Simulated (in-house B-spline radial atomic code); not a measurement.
Results of a calculation; reference values are marked as such.
Sr in an electron gas of r_s = 1.8: phase shifts, screening and friction

A nucleus sits in a uniform electron gas with a rigid positive background. The Kohn-Sham equations are solved self-consistently in the spin-unpolarised LDA (PW92), non-relativistic, on B-splines with outgoing waves at the boundary and partial waves to l = 8. The model has no lattice, no bands and no magnetic solution. Atomic units; δ_l are the phase shifts at the Fermi level, counted so that each bound state adds π, and good to about 0.0005.

The density parameter is r_s = 1.8 bohr.

```tsv
l	δ_l (rad)
0	11.0440
1	8.5635
2	4.3779
3	0.1139
4	0.0215
5	0.0048
6	0.0010
7	0.0002
8	0.0000
```

Bound levels below the band bottom (hartree): s -11.07, p -8.597, d -4.105, s -0.826, p -0.2501 and deeper ones.

Q: Check the Friedel sum rule, and say where the screening charge sits.

A: k_F = (9π/4)^(1/3)/r_s = 1.06620. The rule is Z = (2/π) Σ (2l + 1) δ_l. The terms are s 7.031, p 16.355, d 13.935, f 0.508 and 0.167 beyond, in all 37.996 against Z = 38. Bound states hold 8 s, 18 p, 10 d electrons, so the scattering states carry 2.00 in all; where a term is smaller than its bound count, the bound level has drawn weight out of the band.

Q: Find the transport cross section and the electronic stopping of a 1 keV Sr ion (mass 87.62 u).

A: σ_tr = (4π/k_F²) Σ (l + 1) sin²(δ_l − δ_(l+1)). The terms for l = 0 to 3 are 0.3770, 1.4945, 2.4362, 0.0341, all together 4.3432, so σ_tr = 11.054 × 4.3432 = 48.011 bohr². With n = 3/(4π r_s³) = 0.04093, the friction coefficient is Q = n k_F σ_tr = 2.0954. For v well below v_F = 1.066, dE/dx = Q v; with 24801 eV per u at v = 1, v = √(1000/(24801 × 87.62)) = 0.0215, so dE/dx = 0.04495 hartree/bohr = 23.1 eV/nm. The largest term couples the d and f waves.
